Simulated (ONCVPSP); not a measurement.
## How hard is this Cu ONCV potential?

- Element: copper (Cu)
- Generator: ONCVPSP 4.0.1
- Type: optimised norm-conserving Vanderbilt (ONCV)
- Functional: PBE
- Relativity: scalar-relativistic
- Frozen core: [Ne]
- Valence charge: 19
- Reference configuration: 3s2 3p6 3d10 4p1
- Partial waves: 3s: rc 0.75 bohr, ncon 4, nbas 9, qcut 9.3 1/bohr, 1 projector; 3p+4p: rc 1.45 bohr, ncon 4, nbas 9, qcut 7.7 1/bohr, 2 projectors; 3d: rc 1.00 bohr, ncon 4, nbas 9, qcut 18.7 1/bohr, 2 projectors, debl 1.1 Ha
- Local potential: polynomial inside 0.70 bohr (lpopt 5, dvloc0 0 Ha)
- Core correction: Teter function, fcfact 2.75, rcfact 1.25

**Question.** For each optimised wave give the share of its norm inside rc, the residual kinetic energy above qcut (Ha) and the cutoffs (Ha) for errors of 10, 1, 0.1 and 0.01 mHa per electron.

**Answer.**

```json
{"wave": "3s", "norm inside rc": "0.607", "residual KE": "1.8e-02", "10 mHa": "65.7", "1 mHa": "371.9", "0.1 mHa": "440.6", "0.01 mHa": "593.9"}
{"wave": "3p", "norm inside rc": "0.970", "residual KE": "5.1e-04", "10 mHa": "23.4", "1 mHa": "28.0", "0.1 mHa": "85.8", "0.01 mHa": "134.5"}
{"wave": "4p", "norm inside rc": "0.017", "residual KE": "5.1e-05", "10 mHa": "15.2", "1 mHa": "22.5", "0.1 mHa": "28.3", "0.01 mHa": "45.6"}
{"wave": "3d", "norm inside rc": "0.602", "residual KE": "5.5e-06", "10 mHa": "92.2", "1 mHa": "112.2", "0.1 mHa": "128.7", "0.01 mHa": "146.7"}
{"wave": "d projector 2", "norm inside rc": "0.089", "residual KE": "2.3e-09", "10 mHa": "79.1", "1 mHa": "102.3", "0.1 mHa": "121.7", "0.01 mHa": "137.7"}
```

The occupied waves need 372 Ha and 441 Ha for 1 and 0.1 mHa. Its largest configuration-test error is +354 meV.
